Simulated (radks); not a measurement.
Results of a calculation; reference values are marked as such.
Problem. The bromine ion Br4+ is in [Ar] 3d10 4s2 4p(1/2: 1, 3/2: 0). Level of theory: Dirac Kohn-Sham, relativistic LDA (MacDonald-Vosko exchange, VWN5 correlation), spin-unpolarised, spherical densities, finite nucleus; Fermi nuclear charge, rms radius of each element as measured or else 0.836 A^(1/3) + 0.57 fm (a radial shooting solver on a logarithmic mesh with Libxc functionals). Sub-shells are occupied by j as written (lower j first in brackets). One electron is removed from 4p1/2, 3d5/2, 3d3/2, 4s1/2 in turn, with full relaxation. Which removal costs least, and what does each cost?

Solution. 4p1/2 59.723 eV; 4s1/2 74.816 eV; 3d5/2 135.64 eV; 3d3/2 136.80 eV. The 4p1/2 electron leaves first.
